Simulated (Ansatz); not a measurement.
Consider the ligand exchange at the Si–C bond: `[SiH3][CH2][GeH2][SH]` + `CN[SiH2]Cl` → `CN([SiH3])[SiH2]Cl` + `[CH3][GeH2][SH]`.

Program: Ansatz. Geometries: PBE0-D4/def2-TZVP. ΔE: electronic, gas phase. CCSD(T)/CBS is the MP2 limit (def2-TZVPP, def2-QZVPP) plus CCSD(T) − MP2 in def2-TZVPP, frozen cores. DFT in def2-TZVPP. B3LYP here is the variant with VWN-RPA as its local correlation; programs differ in this. For Ge outer-core shells are correlated without core-valence functions, which leaves a few kJ/mol of doubt a bond. Scalar relativity is left out up to krypton. One conformer a species, not always the lowest.

```
             level  ΔE (kJ/mol)  difference from CCSD(T)/CBS
            PBE-D4        -41.4                          6.6
           PBE0-D4        -43.3                          4.7
          B3LYP-D4        -49.8                         -1.8
           ωB97X-V        -47.5                          0.5
           ωB97M-V        -47.3                          0.7
            B2PLYP        -50.0                         -2.0
               PBE        -40.2                          7.8
            r2SCAN        -46.5                          1.5
             B3LYP        -47.9                          0.1
     HF/def2-TZVPP        -54.3                         -6.3
SCS-MP2/def2-TZVPP        -52.4                         -4.4
   CCSD/def2-TZVPP        -49.8                         -1.8
CCSD(T)/def2-TZVPP        -49.3                         -1.3
SCS-MP2/def2-QZVPP        -52.1                         -4.1
      HF/CBS(def2)        -55.8                         -7.8
     MP2/CBS(def2)        -49.9                         -1.9
       CCSD(T)/CBS        -48.0                            0
```

Largest T1 diagnostic among the species: 0.011.

In def2-TZVPP, CCSD(T) changes the Hartree–Fock value by +5.0 kJ/mol (the triples alone add +0.5 kJ/mol) and MP2 by +3.1 kJ/mol.
